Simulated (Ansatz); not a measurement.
Ansatz (a program for electronic structure) input file for Ge(H)2(Br)(OH) (BrGeH3O), SMILES [OH][GeH2][Br], CAM-B3LYP/def2-SVPD. The structure is a stationary point at PBE0-D3(BJ)/def2-SVP. The values are those of a single conformer.

Ansatz 0.2 input:
```yaml
crystal:
  periodic: [false, false, false]
  atoms:
    - {symbol: Ge, position_ang: [0.29195873, -0.93436237, -0.00311445]}
    - {symbol: O, position_ang: [1.97513166, -0.69624473, -0.48706171]}
    - {symbol: Br, position_ang: [-0.78464118, 1.11116745, 0.10315770]}
    - {symbol: H, position_ang: [-0.33484598, -1.76303342, -1.12318868]}
    - {symbol: H, position_ang: [0.18879712, -1.54378977, 1.40369041]}
    - {symbol: H, position_ang: [2.46475774, -0.11448399, 0.10513517]}
basis:
  gaussian:
    orbitals: def2-SVPD
hamiltonian:
  xc: {name: CAM-B3LYP}
```

Output:

```
WARN ansatz: RAYON_NUM_THREADS=1 ignored (pool sized by the plan → 1); use --threads N
Functional definition: CAM-B3LYP
integrals: 0.10 GiB planned
1214 factors; integrals over basis functions are off by at most 1.3e-3 eV
integrals: 0.18 GiB planned
394 factors; integrals over basis functions are off by at most 2.9e-5 eV
mean field: 0.91 GiB planned
mean field evaluation 1: about -128646.6090 eV, gradient 5.2e1 eV
mean field evaluation 2: about -128639.4864 eV, gradient 8.2e1 eV
mean field evaluation 4: about -128651.2218 eV, gradient 3.0e0 eV
mean field evaluation 8: about -128651.2437 eV, gradient 9.3e-2 eV
mean field evaluation 16: about -128651.2437 eV, gradient 2.4e-5 eV
mean field -128651.24374955 eV, -4727.8460048508 hartree, gradient 2.4e-5 eV, S^2 0.000000; 0 other end points of the search recorded, 0 dependent functions left out
reference -128651.24387609 eV, -4727.8460095013 hartree; 39, 39 occupied and 87, 87 virtual orbitals, 1214 factors
Total energy: -128651.24387609 eV, -4727.8460095013 hartree
```

Self-consistency was reached.
